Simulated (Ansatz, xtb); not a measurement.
## C3H7F3N2Si: 3 structures ranked

3 gas-phase structures of C3H7F3N2Si, from a drawn sample of its isomers (lower ones may exist). Each was relaxed with GFN2-xTB; where two conformers were screened, the lower at r2SCAN-D4/def2-SVP//GFN2-xTB is listed:

A. `FC(F)(F)[C@@H]1CN[SiH2]N1`, a singlet
B. `N[Si@@H]1C[C@H](C(F)(F)F)N1`, a singlet
C. `FC(F)(F)[SiH]1NCCN1`, a singlet

Question: Make a reasoned guess at their ranking by r2SCAN-D4/def2-SVP//GFN2-xTB single-point energy.

Answer: Calculated order at r2SCAN-D4/def2-SVP//GFN2-xTB: B (0.0), A (26.0), C (51.5) kJ/mol.

Energies above the lowest of each column, in kJ/mol; the last columns are at r2SCAN-D4/def2-SVP geometries:

```
structure  GFN2-xTB  HF/STO-3G  r2SCAN-D4/def2-SVP//GFN2-xTB  r2SCAN-D4/def2-SVP  CCSD(T)/def2-SVP + ΔMP2/def2-TZVPP
        B      76.9       40.7                           0.0                 0.0                                 0.0
        A       0.0        8.8                          26.0                22.3                                32.5
        C      46.5        0.0                          51.5                46.6                                44.6
```

CCSD(T)/def2-SVP + ΔMP2/def2-TZVPP puts B lowest; GFN2-xTB picks A, HF/STO-3G picks C. Flexible structures stand in one conformer each, not always the lowest. The ΔMP2 step shifts differences by up to 19.4 kJ/mol, which makes them less sure. ΔMP2 is the change of the MP2 energy from the smaller to the larger basis.

Programs: Ansatz 0.2.0, xtb 6.7.1.
